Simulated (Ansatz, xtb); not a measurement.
**Relative energy of two isomers of C5H8N2O**

Structure I: `[H]/N=C(\C=C)CNC=O`, a singlet. Structure II: `C/C=C(N)\C=N/C=O`, a singlet. Both are isolated molecules in the gas phase, relaxed with PBE0-D3(BJ)/def2-SVP, each in the lowest conformer that the search found.

I (Å):

```xyz
16

C    -1.0235   -2.8862   -0.4164
C     0.2377   -2.6103   -0.0681
C     0.7616   -1.2759    0.2706
C    -0.1836   -0.1023    0.2307
C    -0.1200    2.2933    0.6155
N     1.9747   -1.0543    0.5978
N     0.5050    1.0996    0.5858
O    -1.2917    2.4631    0.3547
H    -1.3303   -3.9075   -0.6541
H    -1.7956   -2.1146   -0.4791
H     0.9740   -3.4211   -0.0194
H     2.5261   -1.9162    0.5929
H    -0.6299   -0.0208   -0.7774
H    -1.0336   -0.2897    0.9123
H     1.4921    0.9863    0.8072
H     0.5650    3.1248    0.9106
```

II (Å):

```xyz
16

C    -2.7414   -1.0107    2.3719
C    -2.6973   -0.7315    0.9090
C    -1.6204   -0.6380    0.0854
C    -0.2736   -0.9460    0.5839
C     1.1360   -0.3462   -1.2788
N    -1.7006   -0.1951   -1.2241
N     0.8342   -0.7634   -0.0132
O     0.9249   -0.9691   -2.2966
H    -1.7613   -1.2247    2.8164
H    -3.4024   -1.8674    2.5857
H    -3.1656   -0.1514    2.9198
H    -3.6726   -0.5336    0.4456
H    -2.6422   -0.0319   -1.5587
H    -1.1260   -0.7025   -1.8944
H    -0.2222   -1.3836    1.5887
H     1.7215    0.6036   -1.2743
```

Quicker runs give these differences E(II) − E(I): GFN2-xTB −2.6 kcal/mol; HF/STO-3G +12.4 kcal/mol (at GFN2-xTB geometries); r2SCAN-D4/def2-SVP +8.2 kcal/mol (at GFN2-xTB geometries).

Q: Which of the two would you expect CCSD(T)/def2-SVP + ΔMP2/def2-TZVPP electronic energies to favour?

A: Structure I; the calculation gives E(II) − E(I) = +10.9 kcal/mol.

The same difference at several levels:

| level | geometry | E(II) − E(I) (kcal/mol) | departure from the last row (kcal/mol) | job, with rough time for the two |
| --- | --- | --- | --- | --- |
| GFN2-xTB | GFN2-xTB | −2.6 | −13.4 | optimisation, 0.82 s |
| HF/STO-3G | GFN2-xTB | +12.4 | +1.5 | single point, 2.8 s |
| r2SCAN-D4/def2-SVP | GFN2-xTB | +8.2 | −2.7 | single point, 17 s |
| PBE0-D3(BJ)/def2-SVP | PBE0-D3(BJ)/def2-SVP | +7.8 | −3.0 | optimisation, 4.9 min |
| HF/def2-SVP | PBE0-D3(BJ)/def2-SVP | +14.5 | +3.6 | part of the CCSD(T) run |
| MP2/def2-SVP | PBE0-D3(BJ)/def2-SVP | +10.2 | −0.7 | part of the CCSD(T) run |
| CCSD(T)/def2-SVP | PBE0-D3(BJ)/def2-SVP | +11.1 | +0.3 | single point |
| CCSD(T)/def2-SVP + ΔMP2/def2-TZVPP | PBE0-D3(BJ)/def2-SVP | +10.9 |  | single point, 9 min |

As drawn, both hold the same kinds of bond in the same numbers. Structure I has 0 methyl groups, II 1.

GFN2-xTB puts the two in the other order. The largest departure from CCSD(T)/def2-SVP + ΔMP2/def2-TZVPP is that of GFN2-xTB, 13.4 kcal/mol. A small imaginary or near-zero mode remains, so no thermal terms are given. The last row adds to CCSD(T) the change of the MP2 difference between the two basis sets, here −0.3 kcal/mol.

The correlated steps freeze 8 core orbitals. Codes used: Ansatz 0.2.0, xtb 6.7.1; the last row on 2 threads of AMD EPYC (Zen 3) on a shared host.
